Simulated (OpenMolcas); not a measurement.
## What dynamic correlation does to the levels of Cu6+

* Program: OpenMolcas 26.06
* Basis: ANO-RCC-VTZP [6s5p3d2f1g]
* Scalar Hamiltonian: DKH2, point nucleus
* Active space: 5 electrons in 5 orbitals (3d)
* State averaging: 2S+1 = 6 even, 1 root; 2S+1 = 4 even, 24 roots kept (CI in the orbitals of an earlier block); 2S+1 = 2 even, 75 roots kept (CI in the orbitals of an earlier block)
* Spin-orbit coupling: state interaction with AMFI integrals over the reference wave functions, term energies averaged over their components

Methods on the same reference wave functions:
A. CASSCF
B. SS-CASPT2, IPEA 0.25 Eh, imaginary shift 0.1 Eh (closed shells correlated: 3s 3p)
C. MS-CASPT2, IPEA 0.25 Eh, imaginary shift 0.1 Eh (closed shells correlated: 3s 3p)

Energies in cm-1 above 3d5 6S 5/2, the measured ground level; measured values from the list in Gamrath, thesis, University of Mons (2023).

```
               Level      A      B      C  Measured
          3d5 6S 5/2    0.0    0.0    0.0       0.0
          3d5 4G 5/2  51386  48020  48020          
          3d5 4G 7/2  51498  48150  48150          
         3d5 4G 11/2  51528  48190  48190          
          3d5 4G 9/2  51565  48230  48230          
          3d5 4P 5/2  58873  52620  52620     50732
          3d5 4P 3/2  59172  52940  52940     51067
          3d5 4P 1/2  59534  53310  53310     51407
          3d5 4D 7/2  63916  57470  57470     55742
          3d5 4D 1/2  64275  57840  57840     56210
          3d5 4D 3/2  64552  58130  58130     56428
          3d5 4D 5/2  64603  58180  58180     56427
         3d5 2I 11/2  73381  70340  70340     67757
         3d5 2I 13/2  73648  70670  70670     67918
3d5 2D 5/2(1) [61 %]  81677  73600  73600          
       3d5 2D 3/2(1)  83239  74980  74980     72227
       3d5 2F 7/2(1)  85272  77590  77590     74408
          3d5 4F 9/2  86129  78410  78410     75930
          3d5 4F 5/2  86345  78610  78610     76019
          3d5 4F 7/2  86453  78730  78730     76349
          3d5 4F 3/2  87144  79330  79330     76886
   3d5 2H 9/2 [66 %]  90112  83740  83740     80717
         3d5 2H 11/2  91074  85200  85200     81954
       3d5 2G 7/2(1)  93403  85640  85640     82746
```

Deviations, from unrounded energies. A percentage is the sum of absolute deviations over the sum of measured energies, with the sign that they share, or ± where signs differ.

| Against measurement | Levels | A | B | C |
| --- | --- | --- | --- | --- |
| mean absolute deviation (cm-1) | 18 | 8900 | 2400 | 2400 |
| other terms of the ground configuration (%) | 18 | +13.2 | +3.5 | +3.5 |

B, C lie about equally close to measurement and A furthest from it. The largest miss of B in the table is 3d5 2H 11/2, by +3200 cm-1. The ranking rests on the paired levels alone, and a cruder setting can come out closer through cancelling errors.

Between B and C no level of the table moves by more than 5 cm-1.

The two smallest mean deviations differ by little beside CASPT2's spread within terms, so their order carries little weight.

From A to B the spin-free energies of the other terms of 3d5 shown, above 6S, scale by factors of 0.90 to 0.96, as is usual when dynamic correlation screens the repulsion within a d or f shell.

The lowest spin-free term lies below A's lowest term by 0.392 hartree in B, 0.392 hartree in C.

CASPT2 does not keep the components of a term degenerate, so their means are used; among the terms shown or strongly mixed into the levels shown the widest spread is 450 cm-1 (3d5 4F, C). Some levels mix across a computed gap that differs much from the measured one, so their mixing is not that of the real levels. Terms from blocks run as CI alone lack orbitals of their own. Without dynamic correlation excited terms often stand tens of per cent too high (terms of higher spin than the ground term too low), and those without a measured partner can miss by more than the paired ones (holds for A). Blocks of more than 70 roots (2S+1 = 2 even) ran without multistate coupling (holds for C). Computed and measured levels are paired by configuration, term and J; levels that our copy of the source lacks, or whose pairing is in doubt (as where it misses far off the trend of its configuration), stay unpaired and out of the deviations. Levels of configurations outside the active space are missing. Levels that lie high or do not pair safely by name in every column are left out.

A share in square brackets marks a mixed level and gives the weight of the term that names it, the lowest over the columns. A number in round brackets counts repeated terms of one configuration in the order of the reference energies.
